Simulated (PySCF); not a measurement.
H₃O₃Pt, neutral, multiplicity 4. Atoms are numbered in the order given.

```xyz
7

Pt     0.0103    -0.1176     0.0000
O     -0.0255    -0.3723     1.8977
H     -0.1529    -1.2768     2.2229
O      0.0918     1.9270     0.0000
H     -0.8234     2.2635     0.0000
O     -0.0255    -0.3723    -1.8977
H     -0.1529    -1.2768    -2.2229
```
Charge 0, spin multiplicity 4.

The structure is a stationary point at B3LYP-D3(BJ)/def2-SVP. The multiplicity is an assumed one; other spin states were not compared. The def2 effective core potentials stand for the cores of Pt; spin–orbit coupling is left out. One conformer was computed; it need not be the lowest.

Level of theory: TDA-M06-2X/def2-SVPD (PySCF 2.14.0).

Vertical excitations. Isolated molecule, no solvent.

Computed lowest excited states:
```tsv
state	energy (eV)	λ (nm)	f	main pairs
root 1	0.91	1365	0.000	β HOMO−1→LUMO+1 54 %, β HOMO−2→LUMO+1 26 %
root 2	1.01	1231	0.000	β HOMO−1→LUMO 60 %, β HOMO−2→LUMO+1 16 %, β HOMO−3→LUMO+1 9 %
root 3	1.20	1031	0.000	β HOMO−2→LUMO 32 %, β HOMO−3→LUMO 28 %, β HOMO−3→LUMO+1 12 %, β HOMO−2→LUMO+1 11 %
root 4	1.48	835	0.002	β HOMO−2→LUMO 30 %, β HOMO−3→LUMO+1 22 %, β HOMO−1→LUMO+1 13 %, β HOMO−1→LUMO 10 %
root 5	2.22	558	0.011	β HOMO→LUMO 64 %, β HOMO−1→LUMO+2 23 %
root 6	2.51	495	0.001	β HOMO→LUMO+1 98 %
root 7	2.58	480	0.000	β HOMO→LUMO+2 85 %
root 8	2.80	443	0.010	β HOMO−2→LUMO+2 26 %, β HOMO−3→LUMO+2 26 %, β HOMO−1→LUMO+2 18 %, β HOMO−4→LUMO+2 12 %
root 9	2.83	438	0.000	β HOMO−3→LUMO 54 %, β HOMO−2→LUMO 28 %
root 10	2.92	424	0.020	β HOMO−2→LUMO+2 34 %, β HOMO−1→LUMO+2 31 %, β HOMO−4→LUMO+2 10 %, β HOMO→LUMO 8 %
```
Unrestricted roots are not spin-pure.
